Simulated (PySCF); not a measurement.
# Telling isomers of C6H7FOSi apart by NMR

[PySCF: geometry from GFN2-xTB; PBE0/pcSseg-1 with gauge-including orbitals; equivalent nuclei averaged; a single conformation; no solvent; non-relativistic Hamiltonian]

Shifts are taken against calculated references (same method and geometry level): 1H, 13C against TMS. Splittings of carbon signals by F and P are missing where no couplings were computed. Where no couplings were computed, multiplicities follow the n + 1 count of equivalent neighbours, and m marks all less simple cases (inequivalent or close neighbours, rings, F or P nearby). Shifts are as computed. Against solution values, carbons near 30 ppm lie about +3 ppm off and those near 130 ppm about +5 ppm. Of 1309 compounds with measured shifts, 239 miss one by over three times the rms of a fit or turn the order of signals round; such compounds aren't used in these exercises.

(1) Tabulate the signals of `CC#C[SiH2]/C(F)=C\C=O`, `Fc1cccc(O[SiH3])c1` and their relative energies.

(2) What is the quickest way to tell CC#C[SiH2]/C(F)=C\C=O from Fc1cccc(O[SiH3])c1?

Results:

(1) 
```json
{"SMILES": "CC#C[SiH2]/C(F)=C\\C=O", "carbon types": "3×C 2×CH 1×CH3", "δC": "212.4, 197.7, 123.9, 112.2, 84.9, 6.0", "δH": "9.62 (m, 1H), 6.58 (m, 1H), 4.91 (m, 2H), 2.08 (s, 3H)", "E rel. (kcal/mol)": "66.2"}
{"SMILES": "Fc1cccc(O[SiH3])c1", "carbon types": "2×C 4×CH", "δC": "173.5, 163.5, 136.4, 121.1, 113.6, 106.7", "δH": "7.56 (m, 1H), 7.03 (d, 1H), 6.97 (m, 1H), 6.54 (m, 1H), 5.14 (s, 3H)", "E rel. (kcal/mol)": "0.0"}
```

Energies are electronic energies at PBE0/pcSseg-1 on these geometries, without zero-point or thermal terms, each for the one conformer computed, which needn't be the lowest.

(2) Both give the same number of carbon signals, but DEPT or the intensities differ. The first has an aldehyde carbonyl carbon (CH) at 197.7 ppm, the second an aromatic carbon bearing oxygen (C) at 163.5 ppm. Their most deshielded carbons lie at 212.4 and 173.5 ppm. In the proton spectra the most deshielded non-exchanging signals are 9.62 (m, 1H) and 7.56 (m, 1H).
